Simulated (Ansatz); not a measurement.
H4ClFGeN2, singlet, at a GFN2-xTB geometry; Ansatz (an electronic-structure program) with SC-NEVPT2/STO-3G, CASSCF(2,4).

Input for Ansatz:
Ansatz 0.2 input:
```yaml
crystal:
  periodic: [false, false, false]
  atoms:
    - {symbol: N, position_ang: [-1.61272708, -0.94760428, -0.38204720]}
    - {symbol: Ge, position_ang: [-0.03370848, -0.22782374, 0.06958203]}
    - {symbol: N, position_ang: [1.32265824, -1.41983184, -0.06925571]}
    - {symbol: F, position_ang: [-0.15660705, 0.05847605, 1.79607644]}
    - {symbol: Cl, position_ang: [0.27089649, 1.66908653, -0.79851381]}
    - {symbol: H, position_ang: [-1.59472021, -1.85837765, -0.81249581]}
    - {symbol: H, position_ang: [-2.31183630, -0.36442283, -0.81445951]}
    - {symbol: H, position_ang: [1.84020467, -1.55164929, 0.78988530]}
    - {symbol: H, position_ang: [1.97972798, -1.26389288, -0.82038800]}
basis:
  gaussian:
    orbitals: STO-3G
magnetization: {spin_polarized: false}
correlation: {method: sc_nevpt2, electrons: all, active_space: {window: {electrons: 2, orbitals: 4}}}
```

The log (banner, timings and long lists left out):

```
Functional definition: HF
547 factors; integrals over basis functions are off by at most 3.1e-5 eV
mean field evaluation 1: about -73856.9177 eV, gradient 2.3e1 eV
mean field evaluation 2: about -73857.0055 eV, gradient 2.3e1 eV
mean field evaluation 4: about -73859.5483 eV, gradient 1.5e0 eV
mean field evaluation 8: about -73859.5656 eV, gradient 4.8e-4 eV
mean field -73859.56558524 eV, -2714.2889714458 hartree, gradient 3.3e-6 eV, S^2 0.000000; 0 other end points of the search recorded, 0 dependent functions left out
reference -73859.56558524 eV, -2714.2889714458 hartree; 38, 38 occupied and 8, 8 virtual orbitals, 547 factors
state -73860.09109526 eV, -2714.3082835829 hartree
state -73860.09109526 eV, -2714.3082835829 hartree; corrected -73863.50089778 eV, -2714.4335915143 hartree
state -73859.89136721 eV, -2714.3009437123 hartree
state -73859.89136721 eV, -2714.3009437123 hartree; corrected -73863.41380942 eV, -2714.4303910760 hartree
state -73860.09109526 eV, -2714.3082835829 hartree; corrected -73863.50089778 eV, -2714.4335915143 hartree
WARN: 2 active orbitals are nearly empty or full. The corrections depend on them more than the energy does, and are more stable in an active space without them
Total energy: -73863.50089778 eV, -2714.4335915143 hartree
```
